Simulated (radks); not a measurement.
Values are calculated unless marked as measured or tabulated.
Neutral lead inside a hard spherical wall (all orbitals vanish at R), configuration held at [Hg] 6p2 and not refilled when levels cross. Code: a radial shooting solver on a logarithmic mesh with Libxc functionals. Model: scalar-relativistic Kohn-Sham, PBE, spin-polarised, spherical densities, point nucleus; open shells are filled with parallel spins first (spin-orbit coupling, left out, can overturn this in heavy ions). Eigenvalues in eV for spin up, with the zero of energy where the potential of the charges vanishes at infinity; a dash marks a level that is unbound or too diffuse for the functional's potential to be trusted. A positive occupied level is held by the wall or, in an anion where self-interaction has pushed it up, behind a barrier. The pressure on the wall is -dE/dV.

R (bohr),E (hartree),kinetic (hartree),e(5p),e(5d),e(6s),e(6p),"e(7s, empty)","e(6d, empty)",pressure (GPa)
free,-20881.9299,23611.151,-85.703,-21.121,-12.391,-3.938,-,-,0
7,-20881.9123,23611.260,-84.994,-20.429,-11.838,-3.291,3.408,4.285,0.876
5,-20881.7705,23611.960,-82.635,-18.187,-9.944,-0.454,14.865,11.345,17.8
3.5,-20880.7538,23616.412,-75.040,-11.185,-1.778,11.800,54.198,34.005,341
3,-20879.2947,23622.454,-68.170,-4.714,7.686,25.124,90.930,55.065,1180
2.5,-20875.3052,23638.186,-55.041,8.557,30.142,55.123,164.34,97.323,4920
2,-20862.4274,23685.590,-27.085,40.178,92.221,132.38,330.64,193.65,26900
1.5,-20810.0818,23858.868,50.589,134.81,297.94,367.45,782.22,457.16,217000
